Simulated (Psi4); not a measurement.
F₃Ga (SMILES [F][Ga]([F])[F]), singlet, geometry from GFN2-xTB (such geometries of metal compounds can be far from the true shape); B97M-V/def2-SVP (Psi4 1.11).

The Psi4 input:
```
memory 2 GB

molecule mol {
0 1
  Ga    0.000000    0.000000    0.000000
  F    -1.469133   -0.916593    0.051507
  F     0.004224    1.591957   -0.683230
  F     1.464908   -0.675364    0.631723
}

set basis def2-svp
set reference rks

energy('b97m-v')
print_variables()
```

Output, abridged:

```
   => Loading Basis Set <=

    Name: DEF2-SVP
    Role: ORBITAL
    Keyword: BASIS

         ---------------------------------------------------------
                                   SCF
               by Justin Turney, Rob Parrish, Andy Simmonett
                          and Daniel G. A. Smith
                              RKS Reference
         ---------------------------------------------------------

  ==> Geometry <==

    Molecular point group: c1
    Full point group: C1

    Geometry (in Angstrom), charge = 0, multiplicity = 1:

       Center              X                  Y                   Z               Mass
    ------------   -----------------  -----------------  -----------------  -----------------
         GA           0.000000150876    -0.000000000000     0.000000000000    68.925573500000
         F           -1.469132849124    -0.916593000000     0.051507000000    18.998403162730
         F            0.004224150876     1.591957000000    -0.683230000000    18.998403162730
         F            1.464908150876    -0.675364000000     0.631723000000    18.998403162730

  Running in c1 symmetry.

  Rotational constants: A =      0.19711  B =      0.19711  C =      0.09855 [cm^-1]
  Rotational constants: A =   5909.10478  B =   5909.10081  C =   2954.55140 [MHz]
  Nuclear repulsion =  298.527028142048266

  Charge       = 0
  Multiplicity = 1
  Electrons    = 58
  Nalpha       = 29
  Nbeta        = 29

  ==> Algorithm <==

  SCF Algorithm Type is DF.
  DIIS enabled.
  MOM disabled.
  Fractional occupation disabled.
  Guess Type is SAD.
  Energy threshold   = 1.00e-06
  Density threshold  = 1.00e-06
  Integral threshold = 1.00e-12

  ==> Primary Basis <==

  Basis Set: DEF2-SVP
    Blend: DEF2-SVP
    Number of shells: 30
    Number of basis functions: 74
    Number of Cartesian functions: 80
    Spherical Harmonics?: true
    Max angular momentum: 2

  ==> DFT Potential <==

   => LibXC <=

    Version 7.1.2
    S. Lehtola, C. Steigemann, M. J. T. Oliveira, and M. A. L. Marques,  SoftwareX 7, 1–5 (2018) (10.1016/j.softx.2017.11.002)

   => Composite Functional: B97M-V <=

    B97M-V GGA Exchange-Correlation Functional

    N. Mardirossian and M. Head-Gordon,  J. Chem. Phys. 142, 074111 (2015) (10.1063/1.4907719)

    Deriv               =              1
    GGA                 =           TRUE
    Meta                =           TRUE

    Exchange Hybrid     =          FALSE
    MP2 Hybrid          =          FALSE

[...]
   @DF-RKS iter   5: -2223.51785750361205   -2.44675e-03   1.85986e-03 ADIIS/DIIS
   @DF-RKS iter   6: -2223.52385330176821   -5.99580e-03   3.20335e-04 ADIIS/DIIS
   @DF-RKS iter   7: -2223.52408601418165   -2.32712e-04   3.52529e-05 DIIS
   @DF-RKS iter   8: -2223.52408579272287    2.21459e-07   3.68579e-05 DIIS
   @DF-RKS iter   9: -2223.52408850471284   -2.71199e-06   1.87622e-06 DIIS
   @DF-RKS iter  10: -2223.52408851218570   -7.47286e-09   2.30784e-07 DIIS
  Energy and wave function converged.

  ==> Post-Iterations <==

   Electrons on quadrature grid:
      Ntotal   =   57.9999696069 ; deviation = -3.039e-05

    Orbital Energies [Eh]
    ---------------------

    Doubly Occupied:

[...]
    Virtual:

[...]
    Final Occupation by Irrep:
              A
    DOCC [    29 ]
    NA   [    29 ]
    NB   [    29 ]

  @DF-RKS Final Energy: -2223.52408851218570

   => Energetics <=

    Nuclear Repulsion Energy =            298.5270281420482661
    One-Electron Energy =               -3696.8809396538481451
    Two-Electron Energy =                1280.9730644941512310
    DFT Exchange-Correlation Energy =    -106.3873102448736319
    Empirical Dispersion Energy =           0.0000000000000000
    VV10 Nonlocal Energy =                  0.2440687503372333
    Total Energy =                      -2223.5240885121856991

Computation Completed

Properties will be evaluated at   0.000000,   0.000000,   0.000000 [a0]

Properties computed using the SCF density matrix

 Multipole Moments:

 ------------------------------------------------------------------------------------
     Multipole            Electronic (a.u.)      Nuclear  (a.u.)        Total (a.u.)
 ------------------------------------------------------------------------------------

 L = 1.  Multiply by 2.5417464519 to convert [e a0] to [Debye]
 Dipole X            :          0.0000896           -0.0000005            0.0000892
 Dipole Y            :          0.0000502            0.0000000            0.0000502
 Dipole Z            :         -0.0000010           -0.0000000           -0.0000010
 Magnitude           :                                                    0.0001023

 ------------------------------------------------------------------------------------

  Variable Map:
  ----------------------------------------------------------------------------
[...]
  Array Variable Map:
  ----------------------------------------------------------------------------
[...]
[...]
```
